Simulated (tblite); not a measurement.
Compound: C6H10N2SSi.
Bonds: C1–C2 (double), C2–C3, C3–N4 (aromatic), N4–N5 (aromatic), N5–C6 (aromatic), C6–S7, S7–Si8, C6–C9 (aromatic), C9–C10, C3–C9 (aromatic). Hydrogens: H11, H12 on C1; H13 on C2; H14 on N4; H15, H16, H17 on Si8; H18, H19, H20 on C10.

The geometry is computed with GFN2-xTB (gas phase).

(1) Give the optimised bond lengths and angles.

Results:

(1) 
| bond | length (bohr) | order |
| --- | --- | --- |
| C1=C2 | 2.511 | double |
| C2–C3 | 2.723 | single |
| C3–N4 | 2.572 | aromatic |
| N4–N5 | 2.524 | aromatic |
| N5–C6 | 2.505 | aromatic |
| C6–S7 | 3.274 | single |
| S7–Si8 | 4.090 | single |
| C6–C9 | 2.660 | aromatic |
| C9–C10 | 2.807 | single |
| C3–C9 | 2.633 | aromatic |
| C1–H11 | 2.029 | single |
| C1–H12 | 2.034 | single |
| C2–H13 | 2.049 | single |
| N4–H14 | 1.903 | single |
| Si8–H15 | 2.761 | single |
| Si8–H16, Si8–H17 | 2.744 | single |
| C10–H18, C10–H19, C10–H20 | 2.058 | single |

Bonds in one row agree within 0.02 bohr and their mean is given. Orders are formal, as drawn. A selection of angles:
| angle | degrees |
| --- | --- |
| C1–C2–C3 | 126.3 |
| C2–C3–N4 | 120.1 |
| C2–C3–C9 | 133.6 |
| N4–C3–C9 | 106.3 |
| C3–N4–N5 | 112.4 |
| N4–N5–C6 | 105.5 |
| N5–C6–S7 | 118.4 |
| N5–C6–C9 | 111.7 |
| S7–C6–C9 | 129.9 |
| C6–S7–Si8 | 92.8 |
| C6–C9–C10 | 125.4 |
| C3–C9–C6 | 104.1 |
| C3–C9–C10 | 130.5 |
| H14–N4–C3 | 127.4 |
| H14–N4–N5 | 120.2 |

Torsions: C1–C2–C3–N4 179° (antiperiplanar); N5–C6–S7–Si8 0° (synperiplanar).

N4 (pyrrole-type nitrogen) is planar (angles 127.4°, 120.2° and 112.4°, sum 360.0°, 0.00 Å off the plane of its three neighbours). The 2 C–N bonds span 1.325 Å (N5–C6, aromatic) to 1.361 Å (C3–N4, aromatic), a spread of 0.036 Å. The C–C distances run from 1.329 Å (C1=C2, drawn double) to 1.486 Å (C9–C10, drawn single), a spread of 0.157 Å. The 5-membered ring C3–N4–N5–C6–C9 has internal angles of 104.1° to 112.4°; it is planar, 0.00 Å rms from its mean plane, widest ring torsion 0°. Of the pairs four or more bonds apart, C10···H11 is among the closest relative to their van der Waals radii: 2.68 Å, 92 % of the sum of Bondi's values. Si8 (SiH3 silicon) is distorted tetrahedral (angles from 100.4° to 116.2°). The 10 heavy atoms lie in one plane (0.006 Å rms).

Its GFN2-xTB frequencies are all real (lowest 45 cm⁻¹). The numbers are those of one conformer. 3 starts were optimised and ended at 0.00, 3.58 and 8.85 kcal/mol (GFN2-xTB); the lowest of these is shown.

The run took 4.0 s wall on Intel Xeon at 2.50 GHz, one thread, shared host with 64 logical CPUs at a one-minute load of 63. These figures are those of the optimisation.
